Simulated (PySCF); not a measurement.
Isomers of C4H5NO2, one GFN2-xTB conformer each. Single-point energies are computed at CAM-B3LYP/def2-SVPD (PySCF, gas phase, no added dispersion term), electronic only.

Task: Rank them by CAM-B3LYP/def2-SVPD energy, lowest first (kJ/mol).
A. `[CH3:1][C:2](=[O:3])[O:4][CH2:5][C:6]#[N:7]` with C1–C2–O4–C5 180°, C2–O4–C5–C6 -177°
B. `O=C1CCC(N1)=O`
C. `[CH2:1]=[N:2]/[CH:3]=[CH:4]\[C:5](=[O:6])[OH:7]` with C1–N2–C3–C4 -74°, C3–C4–C5–O6 4°, C4–C5–O7–H -179°
D. `[CH3:1][O:2][c:3]1[cH:4][n:5][cH:6][o:7]1` with C1–O2–C3–C4 180°

Result: B (0.0), A (160.1), C (204.2), D (227.0).

As drawn, the lowest has a C=O bond, an N–H bond and a C(=O)–N unit, which the highest lacks; the highest has an aromatic ring, which the lowest lacks. GFN2-xTB itself gives, in the same order: 0.0, 191.0, 209.5, 107.1. Both levels put the same isomer lowest; measured from each level's own lowest isomer, the values differ by up to 119.9 kJ/mol (COc1cnco1: 107.1 against 227.0).

Task: Which frontier levels, dipoles and rotational constants go with these structures?

Result: 
```csv
SMILES,"HOMO (eV, CAM-B3LYP/def2-SVPD)",LUMO (eV),dipole (D),"A, B, C (MHz)"
O=C1CCC(=O)N1,-9.33,0.39,2.22,"5969, 2295, 1692"
CC(=O)OCC#N,-10.22,0.70,2.70,"8217, 1358, 1183"
C=N/C=C\C(=O)O,-8.16,-0.35,1.69,"6072, 1915, 1492"
COc1cnco1,-7.69,1.13,3.05,"8006, 2189, 1738"
```
